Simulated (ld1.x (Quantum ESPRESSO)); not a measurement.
# Ranking PAW potentials for Tc (Z = 43)

All share these settings but for the change named:

ld1.x (Quantum ESPRESSO) 7.5 input, shortened:

```
&input
   title='Tc', zed=43., rel=1, dft='BLYP', iswitch=3,
   config='[Kr] 4d5 5s2 5p0'
 /
 &inputp
   pseudotype=3, lpaw=.true., tm=.true., lloc=-1, rcloc=2.30,
   nlcc=.true., new_core_ps=.true., rcore=1.15,
   which_augfun='BESSEL', rmatch_augfun=2.60
 /
6
5S  1  0   2.00   0.00  2.25  2.50  0.0
5S  1  0   0.00   1.55  2.25  2.50  0.0
5P  2  1   0.00   0.00  2.85  3.10  0.0
5P  2  1   0.00   0.75  2.85  3.10  0.0
4D  3  2   5.00   0.00  2.25  2.50  0.0
4D  3  2   0.00   0.45  2.25  2.50  0.0
 &test
   configts(1)='4d5 5s2 5p0'
 /
```

Cutoff: the first of the cutoffs (Ry, on a coarse ladder) from which the occupation-weighted sum of valence levels, in a spherical-Bessel basis at the reference potential, stays within 10 and 1 mRy of its value at 400 Ry; the density cutoff is not measured.

The base gives 15 Ry.

Of 12 variants that were run, those that failed, showed a ghost or another fault, or gave nearly equal values are left out.

A variant can come out equal or close to the base.

**Question.** Rank these variants from softest to hardest (loose cutoff).
A. functional PBE
B. wave 4d channel at 0.45 Ry: rcut 2.25, rcutus 2.50 bohr becomes 4d channel at -0.32 Ry: rcut 2.25, rcutus 2.50 bohr
C. type TM; waves now 5s (bound): rc 2.50 bohr; 5p (bound): rc 3.10 bohr; 4d (bound): rc 2.50 bohr; local potential all-electron potential smoothed inside 2.70 bohr (lloc = -1)

**Answer.** A (15 Ry), B (18 Ry), C (35 Ry).
